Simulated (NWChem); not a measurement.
Molecule: CH₅ClGe; SMILES [GeH2]([Cl])[CH3]

Computed with NWChem. Pople sets run with spherical d functions. Coordinates come from a PBE-D3(BJ)/def2-SVP optimisation. Level MN15/6-31G*: energy and gradient on several grids; changes count from the extra-fine grid, which is no exact limit either.

```tsv
grid	size of the energy change (μHa)	largest change of a gradient component (μHa/bohr)	time, medium = 1 (rough)
xcoarse	6000	10000	about 1
coarse	100	300	about 1
medium	20	100	about 1
fine	< 10	< 30	about 1
xfine	< 10	< 30	2
```
